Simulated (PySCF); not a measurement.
This script is equivalent to a calculation on Cs²⁺ (caesium, charge +2).

```python
from pyscf import gto, scf, dft, mp, cc
import basis_set_exchange as bse
txt = bse.get_basis("def2-TZVP", elements=["Cs"], fmt="nwchem", header=False)
cut = txt.index("\nECP")
mol = gto.M(atom="Cs 0 0 0", charge=2, spin=1, symmetry="D2h",
            basis=gto.basis.parse(txt[:cut]),
            ecp={"Cs": gto.basis.parse_ecp(txt[cut:])})
mf = dft.UKS(mol, xc="M06L")
mf.irrep_nelec = {'Ag': (1, 1), 'B1u': (1, 1), 'B2u': (1, 1), 'B3u': (1, 0)}
mf.kernel()
```

Problem. What total energy does it give?

Solution. -19.138 hartree (calculated).

Problem. Which occupied shell lies highest, and where?

Solution. 5p β, at -28.742 eV.

Problem. What is ⟨S²⟩, and what would a pure spin state give?

Solution. 0.752, against 0.75.

Energies and moments cover only the electrons outside the core potential. Spin-orbit coupling, absent here, splits the open shell strongly.
